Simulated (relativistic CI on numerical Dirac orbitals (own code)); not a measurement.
## Sensitivity of the levels of K5+ to α and to the nuclear radius

Computed by Dirac-Coulomb-Breit CI, KLI orbitals optimised for each configuration, valence Slater integrals scaled by 0.85, P86 correlation energy added to each configuration, derivatives by finite differences, QED left out (own radial code, finite nucleus).

Configurations in the expansion (outside the closed core [Ne]): 3s2 3p2, 3s 3p3, 3s2 3p 3d, 3p4, 3s 3p2 3d, 3s2 3p 4s, 3s2 3d2, 3s 3d3, 3p2 3d2, 3p 3d3, 3p 3d2 4s. Double excitations out of closed p, d and f shells are left out; levels of such configurations are missing from the list, as are those of other unlisted configurations, and high levels can miss mixing partners.

With x = (α/α₀)² − 1 an excitation energy changes as ω = ω₀ + qx; K = 2q/ω₀ is the relative enhancement. Terms are leading LS components, so labels can repeat. The field-shift factor is F = δν/δ⟨r²⟩ for the transition from the lowest level.

Lowest level 3s2 3p2 3P_0.

```
          Level  ω₀ (cm⁻¹)  q (cm⁻¹)  F (GHz/fm²)
   3s2 3p2 3P_1       1127      1302     0.000406
   3s2 3p2 3P_2       2902      2973     0.000731
   3s2 3p2 1D_2      18785      2496       0.0172
   3s2 3p2 1S_0      41208      2698      -0.0151
   3s 3p3 5S°_2     108763      5379        -2.48
   3s 3p3 3D°_1     152330      4982        -2.16
   3s 3p3 3D°_2     152372      5008        -2.16
   3s 3p3 3D°_3     152571      5331        -2.16
   3s 3p3 3P°_0     173626      5385        -2.17
   3s 3p3 3P°_1     173642      5449        -2.17
   3s 3p3 3P°_2     173656      5513        -2.16
   3s 3p3 1D°_2     195114      4654        -1.23
3s2 3p 3d 3F°_2     232956      1764        0.379
   3s 3p3 1P°_1     233263      4395        -2.06
3s2 3p 3d 3F°_3     233984      2778        0.381
3s2 3p 3d 3F°_4     235420      4259        0.383
   3s 3p3 3S°_1     237369      6733        -2.45
3s2 3p 3d 3P°_2     268232      2480       0.0778
3s2 3p 3d 3P°_1     269277      3670         0.11
3s2 3p 3d 3P°_0     269816      4341        0.113
3s2 3p 3d 1D°_2     274290      4700       -0.863
3s2 3p 3d 3D°_1     276548      3189         0.09
3s2 3p 3d 3D°_2     276983      3704       0.0897
```

At this charge configurations can still be misplaced by up to about 7 % of their energy.

**Question.** Which transition from the lowest level has the largest |K|?

**Answer.** 3s2 3p2 3P_1 at 1127 cm⁻¹, K = 2.31.
